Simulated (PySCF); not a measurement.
# Spin states and ions at one geometry of ReOBr4

PySCF 2.14.0, UKS B3LYP, Re def2-SVP with ECP60, O def2-SVP, Br def2-SVP; non-relativistic Hamiltonian with scalar-relativistic core potentials where named; density fitting; no spin-orbit coupling; singlets restricted, open shells unrestricted. The geometry is relaxed for charge 0, doublet, vacuum:

```xyz
6

Re    0.0000    0.0000    0.3303
O     0.0000    0.0000    1.9962
Br    2.3799    0.0000   -0.3264
Br    0.0000    2.3799   -0.3264
Br   -2.3799    0.0000   -0.3264
Br    0.0000   -2.3799   -0.3264
```

Energies count from the relaxed state; an electron taken off or put on is at rest in vacuum. Charges and spins are Mulliken's.

Order these states by energy, lowest first.
A. charge +1, singlet, vacuum
B. charge 0, doublet, vacuum
C. charge +1, triplet, vacuum
D. charge 0, quartet, vacuum
E. charge -1, singlet, vacuum
F. charge -1, triplet, vacuum

E (-3.62 eV), F (-2.60 eV), B (0.00 eV), D (2.06 eV), C (9.49 eV), A (9.66 eV).

How do charge and spin on the first atom follow?


| state | spin squared | charge on Re1 (e) | spin on Re1 (e) | dipole about the centre of mass (D) |
| --- | --- | --- | --- | --- |
| charge 0, doublet, vacuum | 0.76 | 0.73 | 0.78 | 0.24 |
| charge 0, quartet, vacuum | 3.76 | 0.68 | 1.45 | 1.50 |
| charge +1, singlet, vacuum | 0.00 | 0.78 | 0.00 | 0.76 |
| charge +1, triplet, vacuum | 2.01 | 0.76 | 0.70 | 0.93 |
| charge -1, singlet, vacuum | 0.00 | 0.59 | 0.00 | 0.01 |
| charge -1, triplet, vacuum | 2.01 | 0.64 | 1.53 | 0.78 |

With an electron taken off (triplet, the lower of the two states computed) the charges change, summed by element, by Re +0.03 e, O +0.07 e, Br +0.90 e. The vertical ionisation energy is 9.49 eV, against −ε(HOMO) = 7.52 eV over both spins of the relaxed state. The level lies 2.0 eV too high, as is usual for semilocal functionals and global hybrids, which keep a self-interaction error.

With an electron put on (singlet, the lower of the two states computed) the charges change, summed by element, by Re -0.14 e, O -0.09 e, Br -0.77 e. The vertical electron affinity is 3.62 eV, against −ε(LUMO) = 5.40 eV over both spins of the relaxed state. The basis has no diffuse functions, which an added electron needs.

Open shells may have lower solutions than those found.
